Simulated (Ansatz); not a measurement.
A nudged elastic band was laid between two geometries of CH$_{9}$BSn$_{2}$ (13 atoms, charge 0, multiplicity 1).

These are results of RKS LDA/def2-SVP (Ansatz 0.2.0), not measurements.

```
movable images  : 4
climbing image  : no
spring          : 5.0 eV/Å²
optimiser       : quadratic models (default)
start path      : IDPP
force threshold : 0.03 eV/Å
iteration limit : 60
end points      : relaxed
```

First end point:

```xyz
13
Properties=species:S:1:pos:R:3
B -1.163 1.118 -0.885
Sn 0.878 0.878 -0.254
C 1.560 0.418 1.725
Sn -1.293 -1.211 -0.862
H -1.299 1.457 -2.048
H -1.908 1.508 -0.002
H 2.192 0.402 -1.290
H 0.759 0.604 2.466
H 2.441 1.049 1.963
H 1.872 -0.647 1.763
H -1.696 -1.783 -2.429
H -2.455 -1.703 0.303
H 0.133 -2.124 -0.433
```

Last end point:

```xyz
13
Properties=species:S:1:pos:R:3
B -0.955 1.268 -0.934
Sn 1.022 0.679 -0.332
C 1.676 0.204 1.654
Sn -1.531 -0.987 -0.741
H -1.060 1.548 -2.115
H -1.585 1.849 -0.067
H 2.180 -0.105 -1.369
H 1.841 -0.891 1.733
H 0.926 0.530 2.401
H 2.641 0.718 1.849
H -2.117 -1.549 -2.253
H -2.715 -1.152 0.492
H -0.303 -2.145 -0.302
```

Question: What changes between the two ends?

Answer: No bond is made or broken. The dihedral Sn4–Sn2–C3–H8 goes from -67 to 58°.

Question: Give the energies along the band, and the barrier.

Answer: The forces met the threshold. The highest image is number 2 of 0 to 5, 1.7 kJ/mol above the ends, which have the same energy within 2 meV. No image climbed, so the highest image needn't sit at the top of the path.

```tsv
image	path coordinate (Å)	energy (kJ/mol)	dihedral Sn4–Sn2–C3–H8 (°)
0	0.00	0.0	-67
1	0.75	0.7	-43
2	1.49	1.7	-18
3	2.24	1.5	7
4	2.99	0.5	33
5	3.74	0.0	58
```

Question: What is the geometry of the highest image?

Answer: 
```xyz
13
Properties=species:S:1:pos:R:3
B -0.980 1.243 -0.916
Sn 1.010 0.706 -0.307
C 1.648 0.238 1.688
Sn -1.480 -1.030 -0.800
H -1.073 1.553 -2.091
H -1.643 1.779 -0.045
H 2.198 -0.002 -1.361
H 0.811 -0.249 2.230
H 1.902 1.179 2.219
H 2.528 -0.434 1.679
H -2.014 -1.589 -2.332
H -2.673 -1.279 0.411
H -0.214 -2.150 -0.362
```

The band took 5 iterations and of the order of 50 core-seconds.

Run time: 28 s on 2 threads of Intel(R) Xeon(R) Platinum 8488C (Sapphire Rapids), on a shared host, peak memory 0.19 GiB.
